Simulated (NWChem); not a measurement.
System: SiH2S, singlet; SMILES S[SiH]

Input file for NWChem:

```
start job
memory heap 200 mb stack 900 mb global 1100 mb
geometry units angstroms noautoz
  Si     0.102644     1.169331     0.000000
  H     -1.442525     1.251138     0.000000
  S     -0.063485    -0.972778     0.000000
  H      1.273977    -1.255669     0.000000
end
basis spherical
  * library cc-pvtz
end
dft
  xc b3lyp
  iterations 150
  mulliken
end
task dft energy
```

Output (shortened):

```
             Northwest Computational Chemistry Package (NWChem) 7.3.0
             --------------------------------------------------------

 CS  symmetry detected

                             Geometry "geometry" -> ""
                             -------------------------

 Output coordinates in angstroms (scale by  1.889725989 to convert to a.u.)

  No.       Tag          Charge          X              Y              Z
 ---- ---------------- ---------- -------------- -------------- --------------
    1 Si                  14.0000     0.06280450     1.14647618     0.00000000
    2 H                    1.0000    -1.48404474     1.18516797     0.00000000
    3 S                   16.0000    -0.04353223    -0.99943209     0.00000000
    4 H                    1.0000     1.30129752    -1.24492111     0.00000000

 Effective nuclear repulsion energy (a.u.)      72.2814061639

      Symmetry information
      --------------------

 Group name             Cs
 Group number              2
 Group order               2
 No. of unique centers     4

                                 NWChem DFT Module
                                 -----------------

 Summary of "ao basis" -> "ao basis" (spherical)
 ------------------------------------------------------------------------------
       Tag                 Description            Shells   Functions and Types
 ---------------- ------------------------------  ------  ---------------------
 Si                         cc-pvtz                 12       34   5s4p2d1f
 H                          cc-pvtz                  6       14   3s2p1d
 S                          cc-pvtz                 12       34   5s4p2d1f

      Symmetry analysis of basis
      --------------------------

        a'         66
        a"         30

            General Information
            -------------------
          SCF calculation type: DFT
          Wavefunction type:  closed shell.
          No. of atoms     :     4
          No. of electrons :    32
           Alpha electrons :    16
            Beta electrons :    16
          Charge           :     0
          Spin multiplicity:     1
          Use of symmetry is: on ; symmetry adaption is: on
          Maximum number of iterations: 150
          AO basis - number of functions:    96
                     number of shells:    36
          Convergence on energy requested:  1.00D-06
          Convergence on density requested:  1.00D-05
          Convergence on gradient requested:  5.00D-04

              XC Information
              --------------
                         B3LYP Method XC Potential
                     Hartree-Fock (Exact) Exchange  0.200
                        Slater Exchange Functional  0.800 local
                    Becke 1988 Exchange Functional  0.720 non-local
              Lee-Yang-Parr Correlation Functional  0.810
                  VWN I RPA Correlation Functional  0.190 local

             Grid Information
             ----------------
          Grid used for XC integration:  medium
          Radial quadrature: Mura-Knowles
          Angular quadrature: Lebedev.
          Tag              B.-S. Rad. Rad. Pts. Rad. Cut. Ang. Pts.
          ---              ---------- --------- --------- ---------
          Si                  1.10       88          10.0       590
          H                   0.35       45          11.0       434
          S                   1.00       88           9.0       590
          Grid pruning is: on
          Number of quadrature shells:   266
          Spatial weights used:  Erf1

      Superposition of Atomic Density Guess
      -------------------------------------

 Sum of atomic energies:        -687.32749354

      Non-variational initial energy
      ------------------------------

 Total energy =    -687.599685
 1-e energy   =   -1094.853170
 2-e energy   =     334.972078
 HOMO         =      -0.234898
 LUMO         =      -0.061126

      Symmetry analysis of molecular orbitals - initial
      -------------------------------------------------

  Numbering of irreducible representations:

     1 a'          2 a"

  Orbital symmetries:

     1 a'          2 a'          3 a'          4 a'          5 a'
     6 a"          7 a'          8 a'          9 a'         10 a"
    11 a'         12 a'         13 a'         14 a'         15 a"
    16 a'         17 a"         18 a'         19 a'         20 a'
    21 a'         22 a'         23 a'         24 a"         25 a"
    26 a'

     ---------------------------------------------
      Total Density - Mulliken Population Analysis
     ---------------------------------------------

    Atom       Charge   Shell Charges
 -----------   ------   -------------------------------------------------------
    1 Si  14    13.64   2.00  1.93  1.09  0.17  0.67  5.50  0.98  0.55  0.60  0.08  0.05  0.02
    2 H    1     1.14   0.23  0.56  0.33  0.00  0.01  0.00
    3 S   16    16.44   2.00  1.89  1.14  0.18  0.60  5.81  2.56  0.84  1.35  0.04  0.02  0.00
    4 H    1     0.78   0.19  0.41  0.14  0.01  0.03  0.00

   convergence    iter        energy       DeltaE   RMS-Dens  Diis-err
 ---------------- ----- ----------------- --------- --------- ---------
 d= 0,ls=0.0,diis     1   -688.9054584938 -7.61D+02  6.12D-03  3.76D-01
 d= 0,ls=0.0,diis     2   -688.9097212866 -4.26D-03  4.31D-03  1.42D-01
 d= 0,ls=0.0,diis     3   -688.9228613651 -1.31D-02  1.79D-03  7.39D-02
 d= 0,ls=0.0,diis     4   -688.9354562812 -1.26D-02  2.85D-04  1.25D-03
 d= 0,ls=0.0,diis     5   -688.9356567364 -2.00D-04  7.04D-05  6.05D-05
  Resetting Diis
 d= 0,ls=0.0,diis     6   -688.9356679106 -1.12D-05  1.70D-05  2.83D-06
 d= 0,ls=0.0,diis     7   -688.9356685397 -6.29D-07  5.81D-06  2.02D-07

         Total DFT energy =     -688.935668539723
      One electron energy =    -1096.128590056651
           Coulomb energy =      382.204976947384
    Exchange-Corr. energy =      -47.293461594311
 Nuclear repulsion energy =       72.281406163856

[...]
```

Level: B3LYP/cc-pVTZ. Low-valent species are run as closed-shell singlets; no triplet was tried in these runs. The geometry was optimised at PBE-D3(BJ)/def2-SVP. B3LYP is NWChem's, with the RPA form of VWN correlation.
